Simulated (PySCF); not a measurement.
CH₃BrFIn, singlet, geometry from GFN2-xTB (such geometries of metal compounds can be far from the true shape) (all electrons, no relativity).

The PySCF input:
```python
from pyscf import gto, scf, mcscf
import numpy

mol = gto.M(
    atom='''
In    0.13715059   -0.51364304    0.36223366
F    -1.47378392   -1.65967767    0.36510090
Br   -0.29505812    1.51164344   -1.02043403
C     1.79685451   -1.37846657    1.57238729
H     2.03912394   -0.68046737    2.36672545
H     2.64750163   -1.53926226    0.91861769
H     1.40295789   -2.31138334    1.96016661
''',
    basis='sto-3g',
    verbose=4,
)

mf = scf.RHF(mol)
mf.kernel()
mc = mcscf.CASSCF(mf, 8, 6)
mc.fix_spin_(ss=0.0)
mc.kernel()
occ = numpy.linalg.eigvalsh(mc.fcisolver.make_rdm1(mc.ci, mc.ncas, mc.nelecas))[::-1]
ss = mc.fcisolver.spin_square(mc.ci, mc.ncas, mc.nelecas)[0]
print('natural occupations', occ.round(4), ' <S^2>', round(ss, 4))
```

### Question
What SCF-reference Mulliken (on the basis functions themselves) charges in atom order does PySCF with CASSCF(6,8)/STO-3G give?

### Answer
In1 0.86, F2 -0.34, Br3 -0.32, C4 -0.34, H5 0.04, H6 0.04, H7 0.05

### Question
What SCF-reference dipole moment does CASSCF(6,8)/STO-3G give?

### Answer
2.48 D

### Question
Predict the SCF-reference HOMO energy from CASSCF(6,8)/STO-3G.

### Answer
-7.65 eV

### Question
What total energy does CASSCF(6,8)/STO-3G give?

### Answer
-8364.870594 Ha

### Question
Estimate the number of basis functions that CASSCF(6,8)/STO-3G returns for this input.

### Answer
58
